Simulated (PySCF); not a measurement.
C3H3ClF2, SMILES F[C@@H]1[C@H](F)[C@H]1Cl. The structure is a stationary point at B3LYP-D3(BJ)/def2-SVP. The structure was generated by enumeration; whether it is a known compound was not checked.

Problem. Give the equilibrium geometry at B3LYP-D3(BJ)/def2-SVP (PySCF confirms it by a frequency run) as Cartesian coordinates in Å, and its point group. (The exact figures need the calculation; the answer reports its results.)

Solution. point group Cs.
```xyz
9

F     -1.6378     0.2003     1.3939
C     -0.6303    -0.4381     0.7525
C     -0.6303    -0.4381    -0.7525
F     -1.6378     0.2003    -1.3939
C      0.3552     0.4091     0.0000
Cl     2.0779     0.0223     0.0000
H     -0.2738    -1.3308     1.2785
H     -0.2738    -1.3308    -1.2785
H      0.1372     1.4814     0.0000
```
Charge 0, spin multiplicity 1.
